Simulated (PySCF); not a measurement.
Br2.
Structure used (CAM-B3LYP/def2-TZVP), in Å, numbered top down from 1:
```xyz
2
Br2 angstrom
Br     1.1406   -0.0034    0.0053
Br    -1.1503    0.0149   -0.0168
```

Computed with PySCF, CAM-B3LYP/def2-TZVP geometry optimisation, gas phase.

Take the most abundant isotopes and a rigid rotor. 

Q: What are the moment of inertia and the rotational constant?

A: I = 207.124 u·Å², B = 505379 MHz·u·Å²/I = 2440 MHz (0.0814 cm⁻¹, or 0.117 K as hB/k). For two atoms I = μr² with μ = 39.4592 u and r = 2.2911 Å.

Q: List the first levels of a rigid rotor in a Σ state.

A: E(J) = BJ(J+1): J = 1: 0.163, J = 2: 0.488, J = 3: 0.977, J = 4: 1.628, J = 5: 2.442, J = 6: 3.418 cm⁻¹.

Q: Has it a pure rotational spectrum?

A: Not by electric dipole: D∞h allows no dipole (computed 0.00 D). Rotational Raman lines (ΔJ = 2) lie at B(4J + 6), spaced by 4B = 0.326 cm⁻¹, with nuclear-spin weights that differ between even and odd J.

Q: Estimate the classical rotational partition function at 50 K, 100 K and 298.15 K.

A: Point group D∞h, symmetry number σ = 2; q = kT/(σhB), k/h = 20836.6 MHz/K: 213 at 50 K, 427 at 100 K, 1270 at 298.15 K.

Stationary, but not proved a minimum. Zero-point vibration and centrifugal distortion are left out.
